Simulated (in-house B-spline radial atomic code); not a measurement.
A run on Mo+ that did not converge. Method: scalar-relativistic (X2C) wB97X, spin-polarised, spherical fractional occupations, Fermi nucleus of rms radius 4.4091 fm; computed with an all-electron radial atomic-structure program (B-spline basis).

Command:
```bash
python run_scf.py task.json out
```
Settings (nuclear radius in fm, mass in u):
```
Z                42
configuration    [Kr] 4d5
hamiltonian      x2c
method           wb97x
spin_polarised   True
nucleus          fermi
rms_radius       4.4091
atomic_mass      97.9054
speed_of_light   137.035999084
```

First and last ten iterations of the last attempt (damped for 15 steps, keeping 80 % of the old Fock matrix, then DIIS):
```
 iter        energy (Eh)    residual
    1       -4043.710225    4.38e-01
    2       -4045.978946    2.30e-01
    3       -4047.129796    1.56e-01
    4       -4047.702695    1.06e-01
    5       -4047.981585    7.37e-02
    6       -4048.114731    5.29e-02
    7       -4048.177457    3.81e-02
    8       -4048.206887    2.78e-02
    9       -4048.220796    2.07e-02
   10       -4048.227494    1.56e-02
  111       -4048.234850    5.06e-07
  112       -4048.234850    5.07e-07
  113       -4048.234850    5.82e-07
  114       -4048.234850    6.55e-07
  115       -4048.234850    6.34e-07
  116       -4048.234850    1.57e-06
  117       -4048.234850    1.43e-06
  118       -4048.234850    1.56e-06
  119       -4048.234850    5.80e-07
  120       -4048.234850    8.84e-07
 not converged after 120 iterations
```

The smallest residual met was 5.1e-07; the threshold is about 4e-07. Over the last five steps the energy moves by less than 1e-08 hartree, but the orbitals didn't meet the threshold. Cost of the run: 21 s on 1 thread of Arm Neoverse V1 (shared host).
